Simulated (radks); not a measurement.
Initial-state core-level shifts of the xenon ion Xe+ when its valence configuration changes from [Kr] 4d10 5s2 5p5. All-electron calculation, scalar-relativistic Kohn-Sham, PBEsol, spin-polarised, spherical densities, point nucleus; open shells are filled with parallel spins first (spin-orbit coupling, left out, can overturn this in heavy ions). Program: a radial shooting solver on a logarithmic mesh with Libxc functionals. Shifts are changes of the shell-averaged eigenvalues in eV (positive: less bound).

[
 {"valence": "4d10 5s1.5 5p5.5", "1s": "-0.705", "2p": "-0.695", "3s": "-0.710", "4p": "-0.686"},
 {"valence": "4d10 5s1 5p6", "1s": "-1.404", "2p": "-1.385", "3s": "-1.416", "4p": "-1.367"},
 {"valence": "4d9 5s2 5p6", "1s": "-10.067", "2p": "-10.681", "3s": "-10.052", "4p": "-7.790"},
 {"valence": "4d9.5 5s2 5p5.5", "1s": "-5.012", "2p": "-5.312", "3s": "-5.008", "4p": "-3.905"},
 {"valence": "4d9.5 5s1.5 5p6", "1s": "-5.700", "2p": "-5.992", "3s": "-5.704", "4p": "-4.574"}
]
